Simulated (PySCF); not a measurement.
Ga(H)(Cl)(OH) (ClGaH2O), SMILES [OH][GaH][Cl]. Geometry optimised at PBE0-D3(BJ)/def2-TZVP. The values are those of a single conformer.

Q: Give the equilibrium geometry at PBE0-D3(BJ)/def2-TZVP (PySCF confirms it by a frequency run) as a Z-matrix, and its point group. (The exact figures need the calculation; the answer reports its results.)

A: This is not unique; one that fits is point group Cs.
```
Ga
O 1 1.7749
H 2 0.9599 1 113.90
H 1 1.5494 2 125.52 3 0.00
Cl 1 2.1295 4 121.96 2 180.00
```
